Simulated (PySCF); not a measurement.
Bi(F)(TeH)2 (BiFH₂Te₂), SMILES [TeH][Bi]([F])[TeH]. The structure is a stationary point at PBE0-D3(BJ)/def2-SVP. The structure was generated by enumeration; whether it is a known compound was not checked. The def2 effective core potentials stand for the cores of Bi, Te; spin–orbit coupling is left out.

Computed equilibrium geometry at PBE0-D3(BJ)/def2-SVP (PySCF confirms it by a frequency run) as a Z-matrix:
```
Bi
F 1 2.0500
Te 1 2.8434 2 98.80
H 3 1.6687 1 91.04 2 -70.96
Te 1 2.8617 2 100.51 3 93.53
H 5 1.6646 1 92.25 2 -67.43
```
Charge 0, spin multiplicity 1.
